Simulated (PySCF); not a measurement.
NICS in rings of unrelated molecules.

NICS is the negative of the GIAO shielding at a point without a nucleus: at the ring centre (0) and 1 Å above and below it (1); zz is the component along the ring normal. Level: GIAO PBE0/pcSseg-1 (PySCF, non-relativistic, gas phase) on the GFN2-xTB geometries, one conformer each. Atom numbers follow the mapped SMILES.

Problem. Order these rings by mean NICS(1)zz, lowest (most negative) first (ppm).
A. ring C2–C3–C4–C5–C7–C8 in `[NH2:1][c:2]1[cH:3][cH:4][c:5]([NH2:6])[cH:7][cH:8]1`
B. ring C3–C4–C5–N6–C7–C8 in `[NH2:1][CH2:2][c:3]1[cH:4][cH:5][n:6][cH:7][cH:8]1`
C. ring C4–C5–C6–N7–C8 in `[N:1]#[C:2][CH2:3][C@H:4]1[CH2:5][CH:6]=[N:7][CH2:8]1`
D. ring C1–C2–Si3–C4–C5 in `[CH:1]1=[CH:2][SiH2:3][CH:4]=[CH:5]1`
E. ring C4–C5–N6 in `[F:1]/[CH:2]=[CH:3]\[C@H:4]1[CH:5]=[N:6]1`

Solution. B (-28.3), A (-23.3), E (-19.0), C (-6.0), D (0.6).

```
          SMILES                                                      ring  NICS(0)  NICS(1)  NICS(1)zz  HOMA  rms pucker (Å)  ring atoms with four or more neighbours
      NCc1ccncc1         6-membered ring with N; formal bonds all aromatic     -7.5    -11.3      -28.3  0.99            0.00                                        0
    Nc1ccc(N)cc1          6-membered carbocycle; formal bonds all aromatic     -8.8     -9.8      -23.3  0.99            0.00                                        0
F/C=C\[C@H]1C=N1   3-membered ring with N; formal bonds 1 double, 2 single    -29.8     -8.6      -19.0     –            0.00                                        1
N#CC[C@H]1CC=NC1   5-membered ring with N; formal bonds 1 double, 4 single     -2.0     -4.0       -6.0     –            0.06                                        3
  C1=C[SiH2]C=C1  5-membered ring with Si; formal bonds 2 double, 3 single      1.2     -1.7        0.6     –            0.00                                        1
```

NICS(0) gives another order. The isotropic NICS(1) gives the same order. HOMA uses Krygowski's 1993 parameters; it is left out where a ring has a four-coordinate atom, a triple bond, no multiple bond or a kind of bond without parameters. NICS(1) and NICS(1)zz are means over the two faces.
